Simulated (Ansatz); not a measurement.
Basis sets compared for Sn(vinyl)H3 (C2H6Sn). The state is a singlet with charge 0. Geometry r2SCAN-D4/def2-TZVP. Ansatz on 4 threads of Arm Neoverse V1 on a shared host; times are rough, and most runs start from earlier orbitals.

Cartesian coordinates in Å:
```
Sn -0.1458 -1.0969 0.8836
C 0.6043 0.5319 -0.2729
C -0.1435 1.2556 -1.1013
H 1.6601 0.7774 -0.1731
H -1.2037 1.0666 -1.2505
H 0.2729 2.0803 -1.6767
H -1.4120 -0.5632 1.8973
H 1.1178 -1.7329 1.8383
H -0.7501 -2.3189 -0.1446
```

In the def2 sets Sn takes a core potential, while STO-3G treats all electrons; there is no spin–orbit coupling.

STO-3G and 6-31G are all-electron sets without relativity, so their totals don't compare with the def2 sets.

Binding counts from free atoms (Sn triplet, C triplet, H doublet) in the same basis, without a counterpoise term.

| level | functions | energy (Eh) | HOMO (eV) | LUMO (eV) | binding per atom (eV) | wall time |
| --- | --- | --- | --- | --- | --- | --- |
| HF/STO-3G | 43 | -6041.5548 | -8.28 | 8.67 | 3.48 | 0.2 s |
| PBE-D4/def2-SVP | 84 | -293.8708 | -6.68 | -1.27 | 3.42 | 0.55 s |
| PBE0-D4/def2-SVP | 84 | -293.8982 | -7.83 | -0.29 | 3.39 | 0.65 s |

(1) Estimate the rows for HF/def2-TZVP, PBE-D4/def2-TZVP, PBE0-D4/def2-TZVP (with forces).

Results:

(1) 
| level | functions | energy (Eh) | HOMO (eV) | LUMO (eV) | binding per atom (eV) | wall time |
| --- | --- | --- | --- | --- | --- | --- |
| HF/def2-TZVP | 148 | -292.5498 | -10.28 | 2.62 | 2.50 | 0.55 s |
| PBE-D4/def2-TZVP | 148 | -293.9703 | -6.78 | -1.46 | 3.42 | 0.95 s |
| PBE0-D4/def2-TZVP (with forces) | 148 | -293.9942 | -7.89 | -0.49 | 3.38 | 1.8 s |
